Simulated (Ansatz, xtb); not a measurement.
## Relative energy of two conformers of BH6OPSi

We compare I, `BO[SiH2]P`, a singlet, with II, `BO[SiH2]P`, a singlet. Both are isolated molecules in the gas phase, relaxed with PBE0-D3(BJ)/def2-SVP.

I (Å):

```xyz
10

B    -0.9403    1.8627   -3.4095
O     0.2733    1.5201   -2.9391
P    -0.8352    1.2292    0.1054
Si    0.8676    1.2748   -1.3809
H    -1.8657    2.0523   -2.6416
H    -1.0767    1.9782   -4.6067
H     1.5414   -0.0532   -1.3626
H     1.8686    2.3495   -1.1292
H    -0.9103    2.6518    0.2124
H     0.0949    1.1081    1.1869
```

II (Å):

```xyz
10

B     1.0609    2.4603   -2.9658
O     0.4089    2.0124   -1.8748
P     1.5210    0.8653    0.8866
Si    0.4390    0.5362   -1.0642
H     0.8730    3.6059   -3.3092
H     1.8092    1.7214   -3.5773
H    -0.9789    0.1089   -0.9062
H     1.1970   -0.4710   -1.8657
H     1.2189   -0.4618    1.3280
H     0.3819    1.4374    1.5313
```

Question: Which of the two would you expect CCSD(T)/def2-SVP + ΔMP2/def2-TZVPP electronic energies to favour?

Answer: Too close to call at this level: CCSD(T)/def2-SVP + ΔMP2/def2-TZVPP gives E(II) − E(I) = +0.15 kcal/mol.

Level by level:

```tsv
level	geometry	E(II) − E(I) (kcal/mol)	departure from the last row (kcal/mol)	job, with rough time for the two
PBE0-D3(BJ)/def2-SVP	PBE0-D3(BJ)/def2-SVP	+0.32	+0.17	optimisation, 2.3 min
HF/def2-SVP	PBE0-D3(BJ)/def2-SVP	−0.54	−0.69	part of the CCSD(T) run
MP2/def2-SVP	PBE0-D3(BJ)/def2-SVP	0.00	−0.15	part of the CCSD(T) run
CCSD(T)/def2-SVP	PBE0-D3(BJ)/def2-SVP	+0.03	−0.12	single point
CCSD(T)/def2-SVP + ΔMP2/def2-TZVPP	PBE0-D3(BJ)/def2-SVP	+0.15		single point, 30 s
```

The largest departure from CCSD(T)/def2-SVP + ΔMP2/def2-TZVPP is that of HF/def2-SVP, 0.69 kcal/mol. Levels run at GFN2-xTB geometries aren't shown. The last row adds to CCSD(T) the change of the MP2 difference between the two basis sets, here +0.12 kcal/mol.

With harmonic frequencies from PBE0-D3(BJ)/def2-SVP (ideal gas, rigid rotor, one conformer each, 298.15 K, 1 atm): on the last row, ΔE + ΔZPE = +0.02 kcal/mol. A mode under 50 cm⁻¹ makes harmonic enthalpies and free energies unreliable, so none is given.

The correlated steps freeze 12 core orbitals. Run with Ansatz 0.2.0; the last row on 2 threads of AMD EPYC (Zen 3) on a shared host.
